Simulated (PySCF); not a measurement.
# [Mo(F)6] (charge 0, multiplicity 1)

All values below come from TPSSh-D3(BJ)/def2-TZVP // TPSS-D3(BJ)/def2-SVP run with PySCF.

```
Quantity                                                               Value
-------------------------------------  -------------------------------------
HOMO                                                               -11.66 eV
dipole moment                                                         0.00 D
HOMO–LUMO gap                                                        5.46 eV
LUMO                                                                -6.20 eV
charge on the central atom (Mulliken)                                 2.05 e
total energy                                                    -667.7324 Ha
cost                                   about 7 core-minutes (a rough figure)
```

```xyz
7

Mo    -0.0004     0.0002    -0.0001
F      0.5626    -0.9889    -1.4450
F      1.5884    -0.3531     0.8565
F     -0.5636     0.9890     1.4449
F      0.7361     1.5126    -0.7439
F     -1.5890     0.3536    -0.8571
F     -0.7368    -1.5121     0.7439
```
